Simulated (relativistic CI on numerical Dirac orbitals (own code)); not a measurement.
Crystal-field levels of W⁴⁺, 5d2

Calculated by Dirac-Coulomb-Breit CI, separate exchange-only KLI orbitals for each configuration, model QED (radiative potential, 1s self-energy scaled to tabulated hydrogen-like ionisation energies), valence Slater integrals scaled by 0.65, one configuration in a parametric crystal field (own radial code).

Field parameters in Wybourne normalisation: Td as Oh with Dq negative (B⁴₀ = 21Dq, B⁴₄ = √(5/14) B⁴₀). The field is a parameter set, without covalency.

S and J are read from ⟨S²⟩ = S(S + 1) and ⟨J²⟩ = J(J + 1) of each level; they are not fictitious spins.

Td, 10Dq = -3800 cm⁻¹, the lowest 16 levels:

| E (cm⁻¹) | Degeneracy | Irrep | S | J |
| --- | --- | --- | --- | --- |
| 0.0 | 3 | T2 | 0.96 | 2.19 |
| 1836 | 2 | E | 0.88 | 2.08 |
| 6473 | 1 | A2 | 1.00 | 3.00 |
| 6905 | 3 | T2 | 0.99 | 3.10 |
| 7206 | 3 | T1 | 1.00 | 3.05 |
| 10641 | 1 | A1 | 0.88 | 2.05 |
| 11008 | 3 | T2 | 0.96 | 3.79 |
| 12135 | 2 | E | 0.87 | 3.89 |
| 12435 | 3 | T1 | 0.90 | 3.61 |
| 12470 | 2 | E | 0.57 | 2.39 |
| 13480 | 3 | T2 | 0.60 | 2.10 |
| 14477 | 1 | A1 | 0.84 | 3.23 |
| 15707 | 3 | T1 | 0.94 | 1.86 |
| 19029 | 1 | A1 | 0.45 | 3.94 |
| 19505 | 2 | E | 0.79 | 2.89 |
| 20005 | 3 | T1 | 0.34 | 3.96 |

Td, 10Dq = -18900 cm⁻¹, the lowest 16 levels:

```
E (cm⁻¹)  Degeneracy  Irrep     S     J
     0.0           3     T2  0.99  2.93
    7614           2      E  0.24  2.78
   15088           1     A1  0.24  3.17
   18662           1     A2  1.00  3.00
   19071           3     T2  0.99  3.17
   20009           3     T1  0.99  3.19
   20325           2      E  0.90  2.71
   25472           3     T1  0.95  2.48
   25518           3     T2  0.89  2.51
   26120           1     A1  0.88  2.04
   26651           2      E  0.97  3.11
   28152           3     T2  0.36  2.98
   30948           3     T1  0.20  3.78
   41244           2      E  0.99  2.74
   41570           3     T2  0.91  2.81
   42649           1     A1  0.97  3.54
```

Td, 10Dq = -15850 cm⁻¹, the lowest 16 levels:

```
E (cm⁻¹)  Degeneracy  Irrep     S     J
     0.0           3     T2  0.99  2.86
    7193           2      E  0.34  2.70
   14613           1     A1  0.35  3.08
   15822           1     A2  1.00  3.00
   16239           3     T2  0.98  3.18
   17123           3     T1  0.99  3.17
   17776           2      E  0.85  2.70
   22545           3     T2  0.92  2.58
   22593           3     T1  0.94  2.55
   23596           2      E  0.96  3.22
   23625           1     A1  0.82  2.24
   24896           3     T2  0.36  2.96
   28005           3     T1  0.24  3.73
   35824           2      E  0.99  2.70
   36332           3     T2  0.88  2.82
   36806           1     A1  0.97  3.56
```

Td, 10Dq = -12850 cm⁻¹, the lowest 16 levels:

| E (cm⁻¹) | Degeneracy | Irrep | S | J |
| --- | --- | --- | --- | --- |
| 0.0 | 3 | T2 | 0.99 | 2.77 |
| 6489 | 2 | E | 0.49 | 2.58 |
| 13115 | 1 | A2 | 1.00 | 3.00 |
| 13545 | 3 | T2 | 0.98 | 3.20 |
| 13926 | 1 | A1 | 0.49 | 2.90 |
| 14352 | 3 | T1 | 0.99 | 3.16 |
| 15599 | 2 | E | 0.75 | 2.69 |
| 19610 | 3 | T2 | 0.96 | 2.75 |
| 19826 | 3 | T1 | 0.94 | 2.65 |
| 20592 | 2 | E | 0.95 | 3.36 |
| 21428 | 1 | A1 | 0.72 | 2.51 |
| 21658 | 3 | T2 | 0.38 | 2.87 |
| 25113 | 3 | T1 | 0.30 | 3.62 |
| 30759 | 2 | E | 0.99 | 2.65 |
| 31183 | 1 | A1 | 0.97 | 3.59 |
| 31531 | 3 | T2 | 0.83 | 2.85 |

Td, 10Dq = -9800 cm⁻¹, the lowest 16 levels:

```tsv
E (cm⁻¹)	Degeneracy	Irrep	S	J
0.0	3	T2	0.98	2.64
5317	2	E	0.66	2.41
10513	1	A2	1.00	3.00
10967	3	T2	0.98	3.20
11655	3	T1	0.99	3.13
12933	1	A1	0.65	2.62
13926	2	E	0.61	2.68
16565	3	T2	0.98	3.06
17123	3	T1	0.93	2.83
17558	2	E	0.94	3.55
18450	3	T2	0.42	2.63
19523	1	A1	0.58	2.84
22108	3	T1	0.47	3.35
25732	1	A1	0.96	3.66
26050	2	E	0.98	2.59
26630	3	T1	0.84	3.49
```

The free-ion ground term has S = 1. Every field shown keeps that spin.

Levels of this model without a field, named by their leading LS term (the scale mimics covalency, so terms lie below those of the real free ion): ³F2 0, ³F3 5684, ³F4 10297, ³P0 10300, ¹D2 12059, ³P1 13605, ¹G4 18815, ³P2 19888 cm⁻¹.
